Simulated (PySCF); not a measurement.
Record of a relaxation.

Species: ClGeH7Si2.
Atom-mapped SMILES: `[Cl:1][SiH2:2][SiH2:3][GeH3:4]` (hydrogens: H5, H6 on Si2; H7, H8 on Si3; H9, H10, H11 on Ge4)

Computed by this run: PBE0-D3(BJ)/def2-SVP geometry optimisation, gas phase in PySCF; density fitting, grid level 1; the optimiser is geomeTRIC in internal coordinates, started from a GFN2-xTB structure with every atom displaced at random (about 0.01 Å). The frame can shift and turn from step to step; on so coarse a grid that alone can change the energy by a few meV, and forces under 0.02 eV/Å are noise.

Step 0: E = -84877.4235 eV, largest atomic force 1.572 eV/Å
```
atom  x, y, z in Å  |  force x, y, z in eV/Å
Cl1    -1.159   -2.134    0.588    0.104  -0.461   0.107
Si2    -1.940   -0.261    0.199    0.019  -0.307   0.023
Si3    -0.100    1.037   -0.329    0.662   0.061   0.292
Ge4     1.876   -0.267   -0.033   -0.926  -0.364   0.517
H5     -2.924   -0.439   -0.876   -0.234   0.087  -0.442
H6     -2.678    0.138    1.400   -0.167   0.309   0.434
H7     -0.131    1.542   -1.698   -0.134   0.133  -0.732
H8      0.026    2.243    0.519   -0.102   0.219   0.301
H9      2.023   -0.778    1.387   -0.169  -0.034   0.534
H10     3.155    0.398   -0.305    1.133   1.014  -0.402
H11     1.890   -1.505   -0.868   -0.187  -0.657  -0.631
```

Step 1: E = -84877.6223 eV, largest atomic force 0.541 eV/Å
```
atom  x, y, z in Å  |  force x, y, z in eV/Å
Cl1    -0.975   -2.340    0.686   -0.026   0.079  -0.006
Si2    -1.607   -0.398    0.258    0.014   0.094  -0.012
Si3     0.273    0.931   -0.249   -0.035  -0.067  -0.024
Ge4     2.222   -0.385    0.118    0.484  -0.002  -0.067
H5     -2.561   -0.460   -0.888   -0.001  -0.041   0.020
H6     -2.324    0.130    1.458    0.007  -0.051  -0.017
H7      0.194    1.398   -1.672    0.015  -0.037   0.041
H8      0.276    2.135    0.638   -0.001   0.018   0.017
H9      2.289   -0.833    1.602   -0.021   0.062  -0.210
H10     3.521    0.445   -0.208   -0.451  -0.281   0.103
H11     2.191   -1.643   -0.793    0.015   0.225   0.154
```

Step 2: E = -84877.6375 eV, largest atomic force 0.104 eV/Å
```
atom  x, y, z in Å  |  force x, y, z in eV/Å
Cl1    -0.984   -2.326    0.697    0.005   0.004   0.006
Si2    -1.612   -0.388    0.257    0.002   0.051  -0.012
Si3     0.277    0.926   -0.248   -0.013  -0.039   0.022
Ge4     2.230   -0.388    0.117    0.096   0.030  -0.026
H5     -2.565   -0.466   -0.888   -0.003  -0.011   0.001
H6     -2.333    0.133    1.455   -0.006  -0.004   0.000
H7      0.204    1.387   -1.670    0.005  -0.008  -0.006
H8      0.280    2.132    0.638    0.004   0.004  -0.004
H9      2.296   -0.834    1.586   -0.014  -0.006   0.013
H10     3.499    0.434   -0.203   -0.070  -0.025   0.010
H11     2.206   -1.630   -0.789   -0.006   0.003  -0.004
```

Step 3: E = -84877.6380 eV, largest atomic force 0.025 eV/Å
```
atom  x, y, z in Å  |  force x, y, z in eV/Å
Cl1    -0.989   -2.318    0.707    0.006  -0.006   0.007
Si2    -1.615   -0.382    0.257   -0.006   0.024  -0.004
Si3     0.279    0.921   -0.247   -0.007  -0.018   0.014
Ge4     2.234   -0.391    0.117    0.002  -0.007   0.006
H5     -2.566   -0.467   -0.890    0.000  -0.003   0.000
H6     -2.340    0.142    1.451   -0.005   0.005  -0.003
H7      0.210    1.378   -1.670    0.002  -0.003  -0.007
H8      0.284    2.130    0.637    0.007   0.004  -0.007
H9      2.297   -0.841    1.586   -0.006  -0.005   0.002
H10     3.493    0.435   -0.202    0.010   0.017  -0.004
H11     2.210   -1.629   -0.794   -0.003  -0.006  -0.005
```

Step 4: E = -84877.6381 eV, largest atomic force 0.040 eV/Å
```
atom  x, y, z in Å  |  force x, y, z in eV/Å
Cl1    -0.997   -2.308    0.724    0.002  -0.003   0.005
Si2    -1.619   -0.374    0.257   -0.006  -0.001   0.005
Si3     0.282    0.916   -0.246   -0.001   0.001   0.003
Ge4     2.237   -0.397    0.117   -0.035  -0.015   0.011
H5     -2.565   -0.467   -0.893    0.003   0.000  -0.002
H6     -2.349    0.157    1.445   -0.003   0.009  -0.004
H7      0.217    1.369   -1.671   -0.002  -0.001  -0.004
H8      0.290    2.128    0.633    0.008   0.003  -0.007
H9      2.297   -0.851    1.585    0.002  -0.005  -0.001
H10     3.491    0.437   -0.199    0.029   0.018  -0.003
H11     2.214   -1.630   -0.799    0.002  -0.006  -0.002
```

Step 5: E = -84877.6381 eV, largest atomic force 0.028 eV/Å
```
atom  x, y, z in Å  |  force x, y, z in eV/Å
Cl1    -1.002   -2.303    0.733   -0.002   0.003   0.004
Si2    -1.621   -0.370    0.257   -0.003  -0.008   0.007
Si3     0.284    0.914   -0.247    0.002   0.006  -0.002
Ge4     2.237   -0.400    0.119   -0.026  -0.008   0.004
H5     -2.565   -0.465   -0.895    0.003  -0.001  -0.002
H6     -2.354    0.167    1.440   -0.002   0.008  -0.004
H7      0.222    1.364   -1.673   -0.003  -0.001  -0.001
H8      0.295    2.128    0.629    0.007   0.002  -0.006
H9      2.296   -0.858    1.585    0.003  -0.003  -0.001
H10     3.491    0.435   -0.197    0.016   0.005   0.002
H11     2.215   -1.633   -0.800    0.003  -0.002   0.000
```

Step 6: E = -84877.6381 eV, largest atomic force under 0.02 eV/Å
```
atom  x, y, z in Å  |  force x, y, z in eV/Å
Cl1    -1.006   -2.299    0.739   -0.004   0.006   0.003
Si2    -1.622   -0.367    0.257    0.001  -0.007   0.006
Si3     0.285    0.913   -0.247    0.001   0.005  -0.002
Ge4     2.236   -0.404    0.120   -0.007  -0.001  -0.003
H5     -2.564   -0.464   -0.896    0.003  -0.002  -0.002
H6     -2.356    0.175    1.437   -0.002   0.006  -0.004
H7      0.225    1.361   -1.675   -0.003  -0.002  -0.001
H8      0.299    2.130    0.626    0.006   0.001  -0.005
H9      2.296   -0.862    1.586    0.001  -0.002   0.000
H10     3.492    0.431   -0.195    0.000  -0.005   0.005
H11     2.214   -1.636   -0.799    0.003   0.001   0.001
```

Problem. Summarise the path.

Solution. The energy falls by 4.95 kcal/mol from step 0 to step 6; nine tenths of that is first reached at step 1. It falls at every step. The largest force goes from 1.572 to under 0.02 eV/Å. Among the bonds Ge4–H10 changes most, from 1.466 to 1.541 Å; the atoms move by 0.096 Å rms after alignment.

Problem. Follow the three bonds and two angles with the largest change from start to end.

Solution. 
```tsv
step	E above end (kcal/mol)	largest force (eV/Å)	Ge4–H10 (Å)	Ge4–H11 (Å)	Si2–Si3 (Å)	Si3–Ge4–H10 (°)	H9–Ge4–H11 (°)
0	4.95	1.572	1.466	1.494	2.313	116.8	104.1
1	0.36	0.541	1.575	1.554	2.358	110.6	109.2
2	0.01	0.104	1.545	1.538	2.355	110.4	109.3
3	0.00	0.025	1.540	1.537	2.353	110.1	109.4
4	0.00	0.040	1.539	1.537	2.352	109.8	109.4
5	0.00	0.028	1.540	1.537	2.351	109.7	109.4
6	0.00	under 0.02	1.541	1.538	2.352	109.7	109.4
```

The cost below is that of the whole optimisation. Time: 69 s of wall time; peak memory 0.48 GiB. Hardware: one thread of an Arm Neoverse N1, shared host with 64 logical CPUs at a one-minute load of 39.
